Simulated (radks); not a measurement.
Values are calculated unless marked as measured or tabulated.
All-electron atom: Cl I in [Ne] 3s2 3p5. Code: a radial shooting solver on a logarithmic mesh with Libxc functionals. Model: non-relativistic Kohn-Sham, BLYP, spin-polarised, spherical densities, point nucleus; open shells are filled with parallel spins first. Some entries of the table are withheld. Estimate them.

orbital  occ.  eigenvalue (eV)  <1/r> (bohr^-1)
1s up       1        -2742.072            16.55
1s down     1        -2741.908            16.55
2s up       1        -250.8978            3.283
2s down     1        -250.7536            3.282
2p up       3        -191.7320            3.199
2p down     3        -191.5250            3.198
3s up       1              (1)           0.9020
3s down     1              (2)           0.8990
3p up       3          -8.8558           0.7500
3p down     2          -8.0175           0.7398

Answer. 
(1) 3s up eigenvalue (eV): -20.8099
(2) 3s down eigenvalue (eV): -19.8599
